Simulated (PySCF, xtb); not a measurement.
C₂H₆N, SMILES CC[NH] (connectivity only; charge and spin as stated), charge -1, multiplicity 1. Other conformers were not sampled.

Harmonic wavenumbers (cm⁻¹) from GFN2-xTB in xtb at its own minimum, in rising order: 215, 360, 460, 718, 796, 936, 1020, 1106, 1252, 1325, 1348, 1423, 1442, 1512, 1523, 1864, 2729, 2894, 2967, 2985, 3042.

What does PySCF 2.14.0 with PBE-D3(BJ)/def2-SVPD give at its own minimum? (Estimate from the structure and the level; the computed values follow.)

257, 319, 416, 751, 793, 978, 994, 1105, 1198, 1254, 1272, 1286, 1354, 1363, 1397, 2473, 2769, 2814, 2956, 2998, 3295. Paired by order, the mean absolute difference is 92 cm⁻¹ and the zero-point energies are 45.6 and 45.8 kcal/mol.
